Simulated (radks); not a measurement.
Task: The mean radii <r> (bohr) of the occupied orbitals of an atom or ion are listed with their occupations. All-electron calculation, Dirac Kohn-Sham, LDA (Slater exchange, Perdew-Wang correlation), spin-unpolarised, spherical densities, point nucleus. Program: a radial shooting solver on a logarithmic mesh with Libxc functionals.

orbital  occ.     <r>
1s1/2       2  0.1585
2s1/2       2  0.7989
2p1/2       2  0.7535
2p3/2       1  0.7549
7s1/2       1   19.07

Name the element and its charge. Open shells, if any, fill j = l - 1/2 first.

Result: Z = 10, neon, charge +2: Ne2+ in [He] 2s2 2p3 7s1. The 1s radius gives Z: for a bare nucleus <r> = (2 gamma + 1)/(2Z) with gamma = sqrt(1 - (Z/c)^2), 0.1497 bohr for Z = 10, and screening makes it slightly larger (0.1585 here). The occupations add up to 8, and the charge is Z minus that.
